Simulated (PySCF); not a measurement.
Atoms are numbered as in `[CH3:1][CH2:2][O:3][C:4](=[O:5])[CH:6]=[C:7]([F:8])[F:9]`. Each H is labelled by its parent atom.

Geometry: PBE0-D3(BJ)/def2-TZVP; GIAO shifts from PySCF 2.14.0 with density-fitted response routines, gas phase, non-relativistic, averaged over equivalent atoms.

At PBE0/pcSseg-2 (408 basis functions, 5 min wall time (6.7 min CPU) on 2 threads of an Intel Xeon, shared host):
```json
{"atoms": "C7", "δ (ppm)": "177.1"}
{"atoms": "C4", "δ (ppm)": "172.7"}
{"atoms": "C6", "δ (ppm)": "84.0"}
{"atoms": "C2", "δ (ppm)": "64.2"}
{"atoms": "C1", "δ (ppm)": "16.2"}
{"atoms": "O5", "δ (ppm)": "427.9"}
{"atoms": "O3", "δ (ppm)": "212.5"}
{"atoms": "F8", "δ (ppm)": "-58.5"}
{"atoms": "F9", "δ (ppm)": "-69.9"}
{"atoms": "H(C6)", "δ (ppm)": "4.94"}
{"atoms": "H(C2)", "δ (ppm)": "4.33"}
{"atoms": "H(C1)", "δ (ppm)": "1.20"}
```

Shifts are taken against calculated references (same method and geometry level): 13C (186.03 ppm), 1H (31.52 ppm) vs TMS; 17O (329.54 ppm) vs H2O; CFCl3 for 19F (174.31 ppm).

**Question.** Predict the values at wB97X-D/pcSseg-2 on the same geometry.

**Answer.** 
```
atoms  δ at wB97X-D/pcSseg-2  change
   C7                  178.3    +1.2
   C4                  174.6    +1.9
   C6                   85.2    +1.2
   C2                   64.3    +0.1
   C1                   16.4    +0.2
   O5                  423.7    -4.2
   O3                  206.6    -5.9
   F8                  -53.5    +5.0
   F9                  -65.2    +4.7
H(C6)                   4.93   -0.01
H(C2)                   4.30   -0.03
H(C1)                   1.22   +0.02
```

Chemical shifts δ = σref − σ; 13C (σ = 186.29 ppm) and 1H (σ = 31.63 ppm) vs TMS; H2O for 17O (σ = 328.24 ppm); 19F (σ = 184.95 ppm) vs CFCl3, all at this level.

The largest change is at O3 (ester alkoxy oxygen). Cost: 408 basis functions, 4 min wall time (6.9 min CPU) on 2 threads of an Intel Xeon, shared host. The order of the carbon signals is the same at both levels.

Unscaled 19F shifts against computed CFCl3 carry errors that often reach 10 to 50 ppm. Unscaled 17O shifts of doubly bonded oxygen tend to come out too high, by tens of ppm or more. Experimental scales use liquid or dissolved standards, which lie at an offset from isolated H2O (liquid H2O: subtract about 36 ppm).
